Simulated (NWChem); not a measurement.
System meant: C2H3F2NSi; SMILES FC1(F)N=C[SiH2]1

NWChem input:

```
start job
memory heap 200 mb stack 900 mb global 1100 mb
geometry units angstroms noautoz
  F      0.204167    -1.404741     1.083049
  C      0.019567    -0.633214     0.000000
  F      0.204167    -1.404741    -1.083049
  N     -1.333217    -0.082228     0.000000
  C     -1.129305     1.188275     0.000000
  Si     0.764304     1.162546     0.000000
  H     -1.974116     1.890574     0.000000
  H      1.471539     1.640953    -1.223535
  H      1.471539     1.640953     1.223535
end
basis spherical
  * library def2-svp
end
dft
  xc xpbe96 cpbe96
  iterations 4
  mulliken
end
task dft energy
```

End of the output:

```
    Atom       Charge   Shell Charges
 -----------   ------   -------------------------------------------------------
    1 F    9     9.05   1.98  1.02  0.74  3.20  2.10  0.01
    2 C    6     6.02   1.96  0.64  0.34  1.77  1.01  0.30
    3 F    9     9.05   1.98  1.02  0.74  3.20  2.10  0.01
    4 N    7     7.11   1.97  0.84  0.51  2.20  1.54  0.06
    5 C    6     6.06   1.97  0.65  0.36  1.81  1.16  0.11
    6 Si  14    13.57   2.00  1.93  0.70  0.35  5.81  1.33  1.14  0.30
    7 H    1     0.98   0.64  0.28  0.07
    8 H    1     1.07   0.63  0.42  0.03
    9 H    1     1.07   0.63  0.42  0.03

 center of mass
 --------------
 x =  -0.01005383 y =  -0.14103002 z =   0.00000000

 moments of inertia (a.u.)
 ------------------
         679.571037871841           0.000000000000           0.000000000000
           0.000000000000         407.002565398134           0.000000000000
           0.000000000000           0.000000000000         746.697085757836

     Multipole analysis of the density
     ---------------------------------

     L   x y z        total         alpha         beta         nuclear
     -   - - -        -----         -----         ----         -------
     0   0 0 0     -0.000000    -27.000000    -27.000000     54.000000

     1   1 0 0      0.448296      0.224148      0.224148     -0.000000
     1   0 1 0      1.194486      0.597243      0.597243      0.000000
     1   0 0 1     -0.000000     -0.000000     -0.000000      0.000000

     2   2 0 0    -30.428594    -81.709286    -81.709286    132.989978
     2   1 1 0     -1.410311     -2.345600     -2.345600      3.280889
     2   1 0 1      0.000000      0.000000      0.000000      0.000000
     2   0 2 0    -29.089078   -147.223861   -147.223861    265.358644
     2   0 1 1      0.000000      0.000000      0.000000      0.000000
     2   0 0 2    -31.135175    -58.613176    -58.613176     86.091176

 ------------------------------------------------------------------------
 dft energy failed                                                                                  0
 ------------------------------------------------------------------------
 ------------------------------------------------------------------------
  current input line :
    22: task dft energy
 ------------------------------------------------------------------------
 ------------------------------------------------------------------------
 This type of error is most commonly associated with calculations not reaching convergence criteria
 ------------------------------------------------------------------------
 For more information see the NWChem manual at https://nwchemgit.github.io

0:dft energy failed:Received an Error in Communication
```

What is wrong, and how is it mended?

The run did not converge; its last values are not results. Cause: the SCF was allowed too few iterations. This input runs:
```
start job
memory heap 200 mb stack 900 mb global 1100 mb
geometry units angstroms noautoz
  F      0.204167    -1.404741     1.083049
  C      0.019567    -0.633214     0.000000
  F      0.204167    -1.404741    -1.083049
  N     -1.333217    -0.082228     0.000000
  C     -1.129305     1.188275     0.000000
  Si     0.764304     1.162546     0.000000
  H     -1.974116     1.890574     0.000000
  H      1.471539     1.640953    -1.223535
  H      1.471539     1.640953     1.223535
end
basis spherical
  F library def2-svp
  C library def2-svp
  N library def2-svp
  Si library def2-svp
  H library def2-svp
end
dft
  xc xpbe96 cpbe96
  iterations 150
  mulliken
end
task dft energy
```
It converges to -621.04599 Ha (PBE/def2-SVP).
